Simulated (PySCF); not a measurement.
**Gas-phase XPS of Me2SiClSBu, computed**

Me2SiClSBu, C6H15ClSSi.
Bonds: C1–C2, C2–C3, C3–C4, C4–S5, S5–Si6, Si6–C7, Si6–C8, Si6–Cl9. Hydrogens: H10, H11, H12 on C1; H13, H14 on C2; H15, H16 on C3; H17, H18 on C4; H19, H20, H21 on C7; H22, H23, H24 on C8.

Computed, not measured: delta-SCF UKS SCAN, pcX-2 on the ionised atom, pcseg-1 elsewhere, spin-free X2C in PySCF 2.14.0. Each binding energy is the total energy of the core-ionised species, with the hole localised on one atom, minus that of the ground state; both are solved self-consistently, so orbital relaxation is included.

Q: What binding energy does each computed site have?

A: 
| atom(s) | bonded to | level | binding energy (eV) | 2p1/2 (eV) | above the level's lowest (eV) | count |
| --- | --- | --- | --- | --- | --- | --- |
| Si6 | Cl, S and 2 C | Si 2p3/2 | 107.28 | 107.91 | 0.00 | 1 |
| Cl9 | Si | Cl 2p3/2 | 205.45 | 207.11 | 0.00 | 1 |
| C7/C8 | 3 H and Si | C 1s | 290.30 | – | 0.00 | 2 |
| C2 | 2 C and 2 H | C 1s | 290.46 | – | +0.16 | 1 |
| C1 | C and 3 H | C 1s | 290.49 | – | +0.19 | 1 |
| C3 | 2 C and 2 H | C 1s | 290.56 | – | +0.26 | 1 |
| C4 | S, C and 2 H | C 1s | 291.06 | – | +0.76 | 1 |
| Si6 | Cl, S and 2 C | Si 1s | 1847.23 | – | 0.00 | 1 |
| S5 | C and Si | S 1s | 2476.26 | – | 0.00 | 1 |
| Cl9 | Si | Cl 1s | 2828.02 | – | 0.00 | 1 |

Lowest listed C 1s: C7/C8, bonded to 3 H and Si. Highest, 0.76 eV above it: C4, bonded to S, C and 2 H. The widest gap between neighbouring values is 0.50 eV, between 290.56 and 291.06 eV. Summing the Pauling electronegativity differences to the bonded atoms, each weighted by its formal bond order, gives -1.70 for the lowest site and -0.67 for the highest; no listed site has a larger sum than the highest. The values 290.46 and 290.49 eV lie too close for their order to be trusted.

Q: Give the binding energy of Si 2p3/2 of Si6 in hartree and in kJ/mol.

A: 107.28 eV = 3.9425 Eh = 10351 kJ/mol.

Q: What is the C 1s shift of C2 against C4?

A: 290.46 − 291.06 = -0.60 eV, or -58 kJ/mol.

One atom of each set of topologically equivalent atoms was ionised and stands for the set; in this conformer not all members are related by symmetry, and their own values weren't computed. Not every level is listed. Spin–orbit and ligand-field terms were added within each 2p shell after the spin-free SCF. 2p1/2 minus 2p3/2 (ligand field included): Si 0.63 eV, Cl 1.65 eV. Isolated species at its PBE0-D3(BJ)/def2-SVP geometry (one conformer only).

The run took 3.6 min of wall time on an x86-64 server with one thread (shared host).

Shape of the structure used: `[CH3:1][CH2:2][CH2:3][CH2:4][S:5][Si:6]([CH3:7])([CH3:8])[Cl:9]`: C1–C2–C3–C4 58°, C2–C3–C4–S5 52°, C3–C4–S5–Si6 64°, C4–S5–Si6–C7 156°.
